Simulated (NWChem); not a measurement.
The numbers come from NWChem runs, not from measurements. System: H$_{4}$FN$_{2}$NbO, charge 0, spin multiplicity 1, at a geometry optimised with B3LYP/def2-SVP with def2 effective core potentials on Nb. The structure started from a generated list of species. Level: PBE0/def2-TZVP with def2 effective core potentials on Nb.

Part of the output:

```
             Northwest Computational Chemistry Package (NWChem) 7.3.0
             --------------------------------------------------------

                                NWChem Input Module
                                -------------------

 Scaling coordinates for geometry "geometry" by  1.889725989
 (inverse scale =  0.529177249)

 Turning off AUTOSYM since
 SYMMETRY directive was detected!

                             Geometry "geometry" -> ""
                             -------------------------

 Output coordinates in angstroms (scale by  1.889725989 to convert to a.u.)

  No.       Tag          Charge          X              Y              Z
 ---- ---------------- ---------- -------------- -------------- --------------
    1 Nb                  41.0000    -0.06649800    -0.00751700     0.00000000
    2 O                    8.0000    -1.59806500     0.73989400     0.00000000
    3 F                    9.0000    -0.14197700    -1.90589600     0.00000000
    4 N                    7.0000     0.86878800     0.59498100    -1.63945400
    5 H                    1.0000     1.82917700     0.36494700    -1.89440200
    6 H                    1.0000     0.48367800     1.24124200    -2.32675300
    7 N                    7.0000     0.86878800     0.59498100     1.63945400
    8 H                    1.0000     0.48367800     1.24124200     2.32675300
    9 H                    1.0000     1.82917700     0.36494700     1.89440200

 Effective nuclear repulsion energy (a.u.)     481.1161926152

            Nuclear Dipole moment (a.u.)
            ----------------------------
        X                 Y               Z
 ---------------- ---------------- ----------------
     0.0000207870     0.0000056692     0.0000000000

      Symmetry information
      --------------------

 Group name             Cs
 Group number              2
 Group order               2
 No. of unique centers     6

      Symmetry unique atoms

     1    2    3    4    5    6


 Summary of "ao basis" -> "" (spherical)
 ------------------------------------------------------------------------------
       Tag                 Description            Shells   Functions and Types
 ---------------- ------------------------------  ------  ---------------------
 *                         def2-tzvp                  on all atoms

                                 NWChem DFT Module
                                 -----------------

 Summary of "ao basis" -> "ao basis" (spherical)
 ------------------------------------------------------------------------------
       Tag                 Description            Shells   Functions and Types
 ---------------- ------------------------------  ------  ---------------------
 Nb                        def2-tzvp                14       40   6s4p3d1f
 O                         def2-tzvp                11       31   5s3p2d1f
 F                         def2-tzvp                11       31   5s3p2d1f
 N                         def2-tzvp                11       31   5s3p2d1f
 H                         def2-tzvp                 4        6   3s1p

 Summary of "ao basis" -> "ao basis" (spherical)
 ------------------------------------------------------------------------------
       Tag                 Description            Shells   Functions and Types
 ---------------- ------------------------------  ------  ---------------------
 Nb                        def2-tzvp                14       40   6s4p3d1f
 O                         def2-tzvp                11       31   5s3p2d1f
 F                         def2-tzvp                11       31   5s3p2d1f
 N                         def2-tzvp                11       31   5s3p2d1f
 H                         def2-tzvp                 4        6   3s1p

      Symmetry analysis of basis
      --------------------------

        a'        112
        a"         76

            General Information
            -------------------
          SCF calculation type: DFT
          Wavefunction type:  closed shell.
          No. of atoms     :     9
          No. of electrons :    48
           Alpha electrons :    24
            Beta electrons :    24
          Charge           :     0
          Spin multiplicity:     1
[...]
    16 a'         17 a"         18 a'         19 a"         20 a'
    21 a'         22 a"         23 a'         24 a"         25 a'
    26 a"         27 a'         28 a"         29 a'         30 a"
    31 a'         32 a'         33 a'         34 a'

------------------------------------------------------------
EAF file 0: "./mol.aoints.0" size=524288 bytes
------------------------------------------------------------
               write      read    awrite     aread      wait
               -----      ----    ------     -----      ----
     calls:        1         0         0         0         0
   data(b): 5.24e+05  0.00e+00  0.00e+00  0.00e+00
   time(s): 0.00e+00  0.00e+00  0.00e+00  0.00e+00  0.00e+00
rate(mb/s): 0.00e+00  0.00e+00
------------------------------------------------------------

   convergence    iter        energy       DeltaE   RMS-Dens  Diis-err    time
 ---------------- ----- ----------------- --------- --------- ---------  ------
 d= 0,ls=0.0,diis     1   -343.5726076095 -5.58D+02  1.70D-02  3.55D+00    12.2
 d= 0,ls=0.0,diis     2   -338.0664874093  5.51D+00  1.24D-02  5.57D+01    14.9
 d= 0,ls=0.0,diis     3   -343.9103919822 -5.84D+00  2.85D-03  8.23D-01    17.9
 d= 0,ls=0.0,diis     4   -343.9222632365 -1.19D-02  1.31D-03  6.73D-01    20.8
 d= 0,ls=0.0,diis     5   -343.9821888440 -5.99D-02  4.27D-04  1.33D-02    23.5
  Resetting Diis
 d= 0,ls=0.0,diis     6   -343.9833438276 -1.15D-03  1.49D-04  4.35D-03    26.3
 d= 0,ls=0.0,diis     7   -343.9837559887 -4.12D-04  1.05D-04  3.73D-04    29.0
 d= 0,ls=0.0,diis     8   -343.9836701946  8.58D-05  6.98D-05  1.24D-03    31.4
 d= 0,ls=0.0,diis     9   -343.9837909189 -1.21D-04  4.36D-06  2.68D-06    34.1
 d= 0,ls=0.0,diis    10   -343.9837911817 -2.63D-07  6.81D-07  3.58D-08    36.4

         Total DFT energy =     -343.983791181718
      One electron energy =     -918.741132176976
           Coulomb energy =      400.915102171640
    Exchange-Corr. energy =      -40.893357964808
 Nuclear repulsion energy =      214.735596788425

 Numeric. integr. density =       47.999990601536

     Total iterative time =     34.9s

                  Occupations of the irreducible representations
                  ----------------------------------------------

                     irrep           alpha         beta
                     --------     --------     --------
                     a'               16.0         16.0
                     a"                8.0          8.0

                       DFT Final Molecular Orbital Analysis
                       ------------------------------------

 Vector   22  Occ=2.000000D+00  E=-3.499054D-01  Symmetry=a'
              MO Center= -1.1D+00,  2.6D-01,  6.9D-14, r^2= 2.2D+00
   Bfn.  Coefficient  Atom+Function         Bfn.  Coefficient  Atom+Function
  ----- ------------  ---------------      ----- ------------  ---------------
    46      0.292879  2 O  px                49      0.254333  2 O  px
    47      0.252378  2 O  py                50      0.221548  2 O  py
    77     -0.183980  3 F  px                19     -0.174562  1 Nb d -2
    52      0.164684  2 O  px                53      0.156608  2 O  py
    80     -0.150852  3 F  px                 8     -0.129681  1 Nb py

 Vector   23  Occ=2.000000D+00  E=-3.139247D-01  Symmetry=a'
              MO Center=  6.5D-01,  5.4D-01,  7.3D-14, r^2= 3.6D+00
   Bfn.  Coefficient  Atom+Function         Bfn.  Coefficient  Atom+Function
  ----- ------------  ---------------      ----- ------------  ---------------
   109      0.187764  4 N  py               152      0.187764  7 N  py
   112      0.169664  4 N  py               155      0.169664  7 N  py
   110      0.162598  4 N  pz               153     -0.162598  7 N  pz
     8     -0.154628  1 Nb py               115      0.153816  4 N  py
   158      0.153816  7 N  py               113      0.152480  4 N  pz

 Vector   24  Occ=2.000000D+00  E=-2.865313D-01  Symmetry=a"
              MO Center=  7.6D-01,  4.6D-01, -1.2D-13, r^2= 3.8D+00
   Bfn.  Coefficient  Atom+Function         Bfn.  Coefficient  Atom+Function
  ----- ------------  ---------------      ----- ------------  ---------------
   109      0.231101  4 N  py               152     -0.231101  7 N  py
   112      0.213843  4 N  py               155     -0.213843  7 N  py
   115      0.205346  4 N  py               158     -0.205346  7 N  py
   110      0.126848  4 N  pz               153      0.126848  7 N  pz
   108      0.115647  4 N  px               151     -0.115647  7 N  px

 Vector   25  Occ=0.000000D+00  E=-4.156470D-02  Symmetry=a"
              MO Center= -3.6D-02,  2.1D-02, -4.2D-14, r^2= 2.3D+00
   Bfn.  Coefficient  Atom+Function         Bfn.  Coefficient  Atom+Function
  ----- ------------  ---------------      ----- ------------  ---------------
    20      0.510192  1 Nb d -1              25      0.363853  1 Nb d -1
    30      0.204769  1 Nb d -1             136     -0.190655  5 H  s
   185      0.190655  9 H  s                 54     -0.187713  2 O  pz
    22      0.186530  1 Nb d  1              48     -0.168414  2 O  pz
   142      0.146771  6 H  s                179     -0.146771  8 H  s

 Vector   26  Occ=0.000000D+00  E=-3.379691D-02  Symmetry=a'
              MO Center=  9.6D-02,  1.5D-01,  8.4D-14, r^2= 2.5D+00
   Bfn.  Coefficient  Atom+Function         Bfn.  Coefficient  Atom+Function
  ----- ------------  ---------------      ----- ------------  ---------------
    21     -0.378002  1 Nb d  0              19      0.345031  1 Nb d -2
    26     -0.259675  1 Nb d  0              24      0.247236  1 Nb d -2
     6      0.213443  1 Nb s                115     -0.206955  4 N  py
   158     -0.206955  7 N  py                31     -0.199923  1 Nb d  0
    53      0.168530  2 O  py                23      0.159440  1 Nb d  2

 Vector   27  Occ=0.000000D+00  E=-1.012253D-02  Symmetry=a'
              MO Center=  1.2D+00,  2.7D-01, -1.7D-14, r^2= 8.7D+00
   Bfn.  Coefficient  Atom+Function         Bfn.  Coefficient  Atom+Function
  ----- ------------  ---------------      ----- ------------  ---------------
     6      1.250616  1 Nb s                107     -0.569080  4 N  s
   150     -0.569080  7 N  s                  5     -0.399253  1 Nb s
    16      0.342896  1 Nb px               136      0.285354  5 H  s
   185      0.285354  9 H  s                142      0.185080  6 H  s
   179      0.185080  8 H  s                106     -0.128839  4 N  s

 center of mass
 --------------
 x =  -0.06431154 y =  -0.06111162 z =   0.00000000

 moments of inertia (a.u.)
 ------------------
         658.197636200566         -11.182043270995           0.000000000000
         -11.182043270995         582.912651168911          -0.000000000000
           0.000000000000          -0.000000000000         573.884535691338

     Multipole analysis of the density
     ---------------------------------

     L   x y z        total         alpha         beta         nuclear
     -   - - -        -----         -----         ----         -------
     0   0 0 0      0.000000    -24.000000    -24.000000     48.000000

     1   1 0 0      1.458800     -1.029893     -1.029893      3.518585
     1   0 1 0      0.606643      0.104448      0.104448      0.397748
     1   0 0 1      0.000000      0.000000      0.000000      0.000000

     2   2 0 0    -33.222631    -85.168892    -85.168892    137.115153
     2   1 1 0      0.926859     -4.456159     -4.456159      9.839176
     2   1 0 1      0.000000      0.000000      0.000000     -0.000000
     2   0 2 0    -37.522292    -99.781462    -99.781462    162.040633
     2   0 1 1      0.000000      0.000000      0.000000     -0.000000
     2   0 0 2    -28.342480   -113.508266   -113.508266    198.674052

 Task  times  cpu:       36.5s     wall:       36.5s

 Total times  cpu:       36.6s     wall:       36.6s
```

**Question.** Write an NWChem input that would produce this output.

**Answer.** This is not unique; one that fits is 
```
start mol
memory heap 200 mb stack 800 mb global 1000 mb
geometry units angstroms nocenter noautoz
  Nb    -0.066498    -0.007517     0.000000
  O     -1.598065     0.739894     0.000000
  F     -0.141977    -1.905896     0.000000
  N      0.868788     0.594981    -1.639454
  H      1.829177     0.364947    -1.894402
  H      0.483678     1.241242    -2.326753
  N      0.868788     0.594981     1.639454
  H      0.483678     1.241242     2.326753
  H      1.829177     0.364947     1.894402
  symmetry group Cs
end
basis spherical
  * library def2-tzvp
end
ecp
  Nb library def2-ecp
end
dft
  xc pbe0
  semidirect memsize 60000000 filesize 0
  iterations 100
end
task dft energy
```
